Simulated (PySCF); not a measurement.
**Two-component Hartree-Fock for Br⁺ (bromine, charge +1)**

Start: [Ar] 3d10 4s2 4p4; 4p1/2 filled at m_j = -1/2, +1/2; 4p3/2 filled at m_j = +1/2, +3/2. Calculated with PySCF 2.14 in x2c-SVPall-2c with one added diffuse shell each of s, p, d type (6s7p4d, 47 functions): generalised Hartree-Fock with the X2C-1e Hamiltonian and a Gaussian nucleus; one run each with spin-orbit coupling (SO) switched off, then screened by Boettger's factors.

| spinor shell | electrons | ε, spin-free (eV) | ε, screened SO (eV) | weight of nominal j (screened SO) | rms radius, screened SO (bohr) |
| --- | --- | --- | --- | --- | --- |
| 1s1/2 | 2 | -13563.9 | -13563.6 | 1.000 | 0.0493 |
| 2s1/2 | 2 | -1836.1 | -1836.0 | 1.000 | 0.205 |
| 2p1/2 | 2 | -1616.1 | -1648.7 | 1.000 | 0.180 |
| 2p3/2 | 4 | -1616.1 | -1600.2 | 1.000 | 0.184 |
| 3s1/2 | 2 | -288.59 | -288.51 | 1.000 | 0.588 |
| 3p1/2 | 2 | -216.56 | -221.62 | 0.999 | 0.601 |
| 3p3/2 | 4 | -216.56 | -214.01 | 0.999 | 0.611 |
| 3d3/2 | 4 | -97.100 | -97.767 | 0.981 | 0.650 |
| 4s1/2 | 2 | -37.555 | -37.522 | 1.000 | 1.78 |
| 4p3/2 | 2 | -22.894 | -23.548 | 0.812 | 2.12 |
| 4p1/2 | 2 | -22.894 | -22.287 | 0.715 | 2.13 |

(1) Where does 3d5/2 lie, and what is the 3d spin-orbit splitting (screened SO)?

```
   quantity    spin-free  screened SO
E (hartree)  -2603.53143  -2603.65640
        M_J            2            2
       ⟨J²⟩        6.008        6.013
       ⟨L²⟩        2.005        2.110
       ⟨S²⟩        2.003        1.955
```

Each row is a mean over spinors that exchange with the open shell spreads, by up to 5.926 eV (4s1/2).

Rows whose weight is well below 1 are mixtures of j = l ± 1/2: exchange outweighs spin-orbit coupling there, and the label is only the starting occupation.

Without spin-orbit coupling the j labels of p, d and f shells carry no meaning; the spin-free column gives the mean over the occupied spinors of each nl shell.

## Answers

(1) At -96.534 eV, 1.233 eV above 3d3/2.
